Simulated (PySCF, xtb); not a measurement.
OS₂, SMILES [O-][S+]=S.

xtb 6.7.1 with GFN2-xTB at its own geometry gives an orbital gap of 1.20 eV and a dipole moment of 2.56 D.

Geometry optimised at PBE0-D3(BJ)/def2-TZVP.

Task: What does PBE/def2-TZVPD run with PySCF give? (Estimate from the structure and the level; the computed values follow.)

Result: gap 2.20 eV (levels -6.97 and -4.77 eV), dipole 1.32 D.
